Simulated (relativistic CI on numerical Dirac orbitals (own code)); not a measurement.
# Calculated levels, Yb³⁵⁺

Method of calculation: Dirac-Coulomb-Breit CI, KLI orbitals optimised for each configuration, model QED (radiative potential, 1s self-energy scaled to tabulated hydrogen-like ionisation energies), unscaled Slater integrals (own radial code, finite nucleus).

CI space (outside the closed core [Ar] 3d10): 4s²4p⁵, 4s4p⁶, 4s²4p⁴4d, 4s4p⁵4d, 4s²4p⁴4f, 4s4p⁵4f, 4p⁶4d, 4s4p⁴4d², 4s²4p³4d4f, 4p⁶4f, 4p⁵4d4f, 4s²4p⁴5s, 4s4p⁴4f², 4p⁶5s, 4s²4p⁴5p, 4s4p⁴4d5s, 4s²4p³4f5s, 4s4p⁵5s, 4s²4p⁴5d, 4s4p⁵5p, 4s²4p⁴5f, 4s²4p⁴5g, 4s4p⁵5d, 4p⁵4f5s, 4s²4p⁴6s, 4s4p⁵5f, 4s²4p⁴6p, 4s²4p³4d², 4s²4p²4d³, 4s4p³4d³, 4s²4p²4d²4f, 4s4p³4d²4f, 4s²4p²4d²5s, 4p⁵4d², 4p⁴4d³, 4p⁴4d²4f, 4p⁴4d²5s, 4p⁵4d5s, 4p⁴4d4f5s, 4p⁴4d5s², 4s²4p³5s², 4s²4p²4d5s², 4s4p³4d5s², 4s²4p²4f5s², 4s4p³4f5s². Double excitations out of closed p, d and f shells are left out; levels of such configurations are missing from the list, as are those of other unlisted configurations, and high levels can miss mixing partners. These lack a partner that the ground configuration has and come out too high: 4s²4p⁴5p, 4s4p⁵5s, 4s²4p⁴5d, 4s4p⁵5p, 4s²4p⁴5f.

The lowest level is 4s²4p⁵ ²P°3/2, with 99 % of that term; Hund's rules for 4s²4p⁵ give ²P° with J = 3/2, in agreement.

```csv
No.,Configuration,Term,J,E (cm⁻¹),%,Next component (%),jj configuration (%)
1,4s²4p⁵,²P°,3/2,0,99,1 4s²4p³4d² ²P°,4p3/2^3 (99)
2,4s²4p⁵,²P°,1/2,551213,98,1 4s²4p³4d² ²P°,4p1/2 4p3/2^4 (98)
3,4s²4p⁴4d,⁴D,3/2,1092612,38,31 ²D,4p3/2^2 4d3/2 (98)
4,4s²4p⁴4d,⁴P,1/2,1102281,43,22 ²P,4p3/2^2 4d3/2 (89)
5,4s²4p⁴4d,⁴D,5/2,1107573,46,18 ²D,4p3/2^2 4d3/2 (90)
6,4s²4p⁴4d,⁴F,7/2,1129476,33,29 ²F,4p3/2^2 4d3/2 (95)
7,4s²4p⁴4d,²D,3/2,1188895,59,19 ⁴F,4p3/2^2 4d3/2 (93)
8,4s²4p⁴4d,²P,1/2,1192184,43,28 4s4p⁶ ²S,4p3/2^2 4d5/2 (68)
9,4s²4p⁴4d,²F,7/2,1215052,47,41 ⁴D,4p3/2^2 4d5/2 (95)
10,4s²4p⁴4d,⁴F,9/2,1224898,69,29 ²G,4p3/2^2 4d5/2 (99)
11,4s²4p⁴4d,²D,5/2,1320023,51,23 ⁴P,4p3/2^2 4d5/2 (98)
12,4s²4p⁴4d,²D,3/2,1350395,36,27 ²P,4p3/2^2 4d5/2 (87)
13,4s²4p⁴4d,²D,5/2,1371262,37,24 ²F,4p3/2^2 4d5/2 (81)
14,4s4p⁶,²S,1/2,1376810,49,31 4s²4p⁴4d ⁴P,4s (49)
15,4s²4p⁴4d,⁴D,1/2,1603861,77,17 ²P,4p1/2 4p3/2^3 4d3/2 (96)
16,4s²4p⁴4d,⁴D,3/2,1639539,34,26 ⁴F,4p1/2 4p3/2^3 4d3/2 (92)
17,4s²4p⁴4d,⁴F,5/2,1674153,43,38 ²F,4p1/2 4p3/2^3 4d3/2 (97)
18,4s²4p⁴4d,²G,7/2,1681501,59,25 ²F,4p1/2 4p3/2^3 4d3/2 (98)
19,4s²4p⁴4d,⁴D,7/2,1745408,40,39 ⁴F,4p1/2 4p3/2^3 4d5/2 (98)
20,4s²4p⁴4d,²P,3/2,1772549,50,28 ⁴P,4p1/2 4p3/2^3 4d5/2 (96)
21,4s²4p⁴4d,²F,5/2,1790411,47,21 ⁴P,4p1/2 4p3/2^3 4d5/2 (97)
22,4s²4p⁴4d,²G,9/2,1793119,69,29 ⁴F,4p1/2 4p3/2^3 4d5/2 (98)
23,4s²4p⁴4d,²D,5/2,1810668,57,28 ⁴P,4p1/2 4p3/2^3 4d5/2 (80)
24,4s²4p⁴4d,²S,1/2,1817179,45,22 ²P,4p1/2 4p3/2^3 4d3/2 (80)
25,4s²4p⁴4d,²P,3/2,1818423,58,17 ²D,4p1/2 4p3/2^3 4d3/2 (81)
26,4s²4p⁴4d,²D,5/2,1827811,58,32 ²F,4p1/2 4p3/2^3 4d3/2 (74)
27,4s²4p⁴4d,²F,7/2,1846251,77,11 ⁴F,4p1/2 4p3/2^3 4d5/2 (97)
28,4s²4p⁴4d,²D,3/2,1949719,68,14 ⁴F,4p1/2 4p3/2^3 4d5/2 (77)
29,4s²4p⁴4d,²P,1/2,2001428,74,21 ²S,4p1/2 4p3/2^3 4d5/2 (87)
30,4s²4p³4d²,⁴F°,3/2,2235194,25,20 ²D°,4p3/2 4d3/2^2 (90)
31,4s²4p³4d²,⁴D°,1/2,2243758,41,23 ⁶F°,4p3/2 4d3/2^2 (84)
32,4s²4p³4d²,⁴F°,5/2,2250468,23,18 ⁴G°,4p3/2 4d3/2^2 (85)
33,4s²4p³4d²,²F°,7/2,2269266,17,17 ²G°,4p3/2 4d3/2^2 (86)
34,4s4p⁵4d,⁴P°,1/2,2299396,63,22 4s²4p³4d² ⁴P°,4s 4p3/2^3 4d3/2 (66)
35,4s4p⁵4d,⁴P°,3/2,2308775,23,21 4s²4p³4d² ⁴P°,4p3/2 4d3/2^2 (50)
36,4s²4p³4d²,⁴D°,3/2,2327134,18,16 ²D°,4p3/2 4d3/2 4d5/2 (40)
37,4s4p⁵4d,⁴D°,5/2,2335897,22,14 ⁴F°,4s 4p3/2^3 4d3/2 (50)
38,4s²4p³4d²,²F°,7/2,2339521,22,21 4s4p⁵4d ⁴F°,4p3/2 4d3/2 4d5/2 (50)
39,4s²4p⁴4d,²D,3/2,2353391,61,17 ⁴F,4p3/2^4 4d3/2 (89)
40,4s²4p³4d²,⁴G°,9/2,2356923,27,24 ⁶F°,4p3/2 4d3/2 4d5/2 (88)
41,4s²4p⁴4d,²D,5/2,2375780,43,18 ²F,4p3/2^4 4d5/2 (97)
42,4s²4p³4d²,⁴D°,7/2,2380400,25,15 ²F°,4p3/2 4d3/2 4d5/2 (78)
43,4s²4p³4d²,⁶P°,5/2,2393481,26,21 ⁴P°,4p3/2 4d3/2 4d5/2 (88)
44,4s²4p³4d²,⁴G°,11/2,2406321,41,24 ²H°,4p3/2 4d3/2 4d5/2 (80)
45,4s4p⁵4d,²D°,3/2,2431367,22,16 ⁴F°,4s 4p3/2^3 4d3/2 (41)
46,4s4p⁵4d,⁴F°,5/2,2431753,20,15 ²F°,4s 4p3/2^3 4d3/2 (33)
47,4s²4p³4d²,⁴P°,1/2,2434565,28,18 4s4p⁵4d ⁴P°,4p3/2 4d3/2 4d5/2 (66)
48,4s4p⁵4d,⁴F°,7/2,2436959,23,16 4s²4p³4d² ²F°,4p3/2 4d3/2 4d5/2 (39)
49,4s²4p³4d²,²F°,5/2,2437340,20,18 ⁴F°,4p3/2 4d3/2 4d5/2 (56)
50,4s4p⁵4d,⁴F°,9/2,2444925,62,9 4s²4p⁴4f ⁴F°,4s 4p3/2^3 4d5/2 (62)
51,4s4p⁵4d,²D°,5/2,2449469,22,18 4s²4p³4d² ²D°,4s 4p3/2^3 4d5/2 (28)
52,4s²4p³4d²,²G°,7/2,2456654,17,15 ⁴D°,4p3/2 4d3/2 4d5/2 (72)
53,4s²4p³4d²,²G°,9/2,2457820,27,23 ²H°,4p3/2 4d3/2 4d5/2 (55)
54,4s4p⁵4d,⁴P°,3/2,2458748,21,17 4s²4p³4d² ²P°,4p3/2 4d3/2 4d5/2 (45)
55,4s4p⁵4d,²P°,1/2,2459796,27,16 4s²4p³4d² ⁴P°,4s 4p3/2^3 4d3/2 (42)
56,4s²4p³4d²,⁴F°,3/2,2493778,22,14 ²P°,4p3/2 4d3/2 4d5/2 (67)
57,4s4p⁵4d,²F°,7/2,2495037,24,18 ⁴D°,4p3/2 4d5/2^2 (46)
58,4s²4p³4d²,²F°,5/2,2500233,27,17 ⁴G°,4p3/2 4d3/2 4d5/2 (57)
59,4s²4p³4d²,⁴G°,11/2,2521314,27,25 ²H°,4p3/2 4d5/2^2 (66)
60,4s²4p³4d²,⁴F°,3/2,2523759,26,17 ²D°,4p3/2 4d3/2 4d5/2 (60)
61,4s²4p³4d²,²D°,5/2,2533944,19,17 ⁴P°,4p3/2 4d3/2 4d5/2 (44)
62,4s²4p³4d²,²P°,1/2,2556670,26,23 4s4p⁵4d ⁴D°,4p3/2 4d5/2^2 (37)
63,4s4p⁵4d,²P°,3/2,2566103,28,27 ²D°,4s 4p3/2^3 4d5/2 (53)
64,4s4p⁵4d,⁴P°,5/2,2597979,20,15 ²D°,4p3/2 4d5/2^2 (45)
65,4s4p⁵4d,⁴D°,7/2,2599145,32,14 ²F°,4s 4p3/2^3 4d5/2 (47)
66,4s²4p³4d²,²P°,1/2,2602385,33,29 ⁴D°,4p3/2 4d3/2 4d5/2 (49)
67,4s²4p³4d²,⁴F°,9/2,2603966,28,18 ²G°,4p3/2 4d5/2^2 (65)
68,4s²4p⁴4f,²D°,3/2,2613904,19,16 4s4p⁵4d ²D°,4p3/2^2 4f7/2 (39)
69,4s²4p³4d²,²F°,7/2,2614950,16,15 ⁴D°,4p3/2 4d5/2^2 (55)
70,4s²4p⁴4f,⁴D°,1/2,2621805,32,22 4s²4p³4d² ⁴D°,4p3/2^2 4f5/2 (46)
```

Energies count from the lowest computed level; ° marks odd parity. Filled j subshells are mostly left out of the jj labels.

The mean weight of the leading LS term, summed over parents, in these 70 levels is 39 %, and that of the leading jj configuration (from the same eigenvectors) 72 %, so jj coupling describes them better and the LS labels are nominal.

At this charge energies of transitions that change n are usually good to better than 1 %, and those within a shell (Δn = 0) to a few per cent.

LS names give the leading component of a level, which can be under half, so a name can repeat, a term be missing and a line seem to break the LS rules.
